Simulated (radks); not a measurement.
Trend from Sc to Zn: ionisation energy by Delta-SCF between NIST ground configurations, and size. Method: scalar-relativistic Kohn-Sham, PBE, spin-polarised, spherical densities, finite nucleus; open shells are filled with parallel spins first; Fermi nuclear charge, rms radius of each element as measured or else 0.836 A^(1/3) + 0.57 fm; computed with a radial shooting solver on a logarithmic mesh with Libxc functionals.

species  configuration  IE (eV)  NIST (eV)  kind  -e(HOMO) (eV)  outermost  <r> outermost (bohr)
Sc        [Ar] 3d1 4s2    6.461      6.561  exp.     3.512 (3d)         4s                  3.77
Ti        [Ar] 3d2 4s2    6.705      6.828  exp.     4.174 (4s)         4s                  3.61
V         [Ar] 3d3 4s2    5.966      6.746  exp.     4.283 (4s)         4s                  3.48
Cr        [Ar] 3d5 4s1    7.396      6.767  exp.     3.723 (3d)         4s                  3.32
Mn        [Ar] 3d5 4s2    7.236      7.434  exp.     4.464 (4s)         4s                  3.28
Fe        [Ar] 3d6 4s2    7.836      7.902  exp.     4.851 (4s)         4s                  3.11
Co        [Ar] 3d7 4s2    7.733      7.881  exp.     5.175 (4s)         4s                  2.97
Ni        [Ar] 3d8 4s2    7.076      7.640  exp.     5.462 (4s)         4s                  2.85
Cu       [Ar] 3d10 4s1    8.382      7.726  exp.     4.894 (3d)         4s                  2.91
Zn       [Ar] 3d10 4s2    9.596      9.394  exp.     5.979 (4s)         4s                  2.65

Reference values: NIST Atomic Spectra Database (measured). Open shells are spherical and high-spin; term and fine-structure splittings are not resolved.
